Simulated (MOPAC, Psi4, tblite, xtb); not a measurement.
Dimer HCl ··· CH3Cl (SMILES Cl and CCl) at R = 3.43 Å between the centres of mass, closest contact 2.21 Å (lowest of the rigid-body minima from ten starts at GFN2-xTB). Geometry in Å and degrees:

```
C
H 1 1.0858
H 1 1.0858 2 110.57
H 1 1.0858 2 110.57 3 -122.80
Cl 1 1.7944 2 108.35 4 -118.60
H 5 2.2130 1 91.86 2 -124.16
Cl 6 1.2820 5 163.06 1 -1.52
```

Methods: GFN2-xTB (tblite); SAPT0/jun-cc-pVDZ, frozen core (Psi4); PBE0/def2-TZVP, counterpoise-corrected (Psi4); PBE0-D3(BJ)/def2-TZVP, counterpoise-corrected (Psi4); PBE/def2-TZVP, counterpoise-corrected (Psi4); PBE-D3(BJ)/def2-TZVP, counterpoise-corrected (Psi4); HF/aug-cc-pVTZ, counterpoise-corrected (Psi4); MP2/aug-cc-pVTZ = DF-MP2/aug-cc-pVTZ, frozen core, counterpoise-corrected (Psi4); SCS-MP2/aug-cc-pVTZ = DF-SCS-MP2/aug-cc-pVTZ, frozen core, counterpoise-corrected (Psi4); AM1, restricted, heats of formation (MOPAC); PM3, restricted, heats of formation (MOPAC); GFN1-xTB (xtb).

Task: What interaction energy does each level give?

Result: 
```csv
method,E_int / kJ/mol
PBE-D3(BJ)/def2-TZVP,-17.31
PBE0-D3(BJ)/def2-TZVP,-15.62
GFN2-xTB,-15.32
MP2/aug-cc-pVTZ,-14.13
PBE/def2-TZVP,-12.56
GFN1-xTB,-12.34
PBE0/def2-TZVP,-11.16
SCS-MP2/aug-cc-pVTZ,-9.45
PM3,-8.49
SAPT0/jun-cc-pVDZ,-8.03
AM1,-5.70
HF/aug-cc-pVTZ,2.07
```
